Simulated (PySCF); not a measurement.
TeCl, SMILES Cl[Te], multiplicity 2.

Coordinates come from a B3LYP-D3(BJ)/def2-TZVP optimisation. The multiplicity is an assumed one; other spin states were not compared. The def2 effective core potentials stand for the cores of Te; spin–orbit coupling is left out.

Two levels are set side by side: PBE/def2-TZVPD (PySCF) and PBE0/def2-TZVPD (PySCF). Same geometry, gas phase. Differences are taken from unrounded values.

```tsv
quantity	PBE0
α-spin orbital gap (eV)	4.01
β-spin orbital gap (eV)	2.08
dipole moment (D)	1.53
```

What does PBE give, and how far is it from PBE0? (An estimate is asked for; the answer gives what the named calculation found.)


| quantity | PBE | PBE minus PBE0 |
|---|---|---|
| α-spin orbital gap (eV) | 2.04 | -1.97 |
| β-spin orbital gap (eV) | 0.12 | -1.96 |
| dipole moment (D) | 1.30 | -0.22 |

Rough cost on one machine, each run with all the roots and properties that it gave: PBE0 against PBE within a factor of 2.
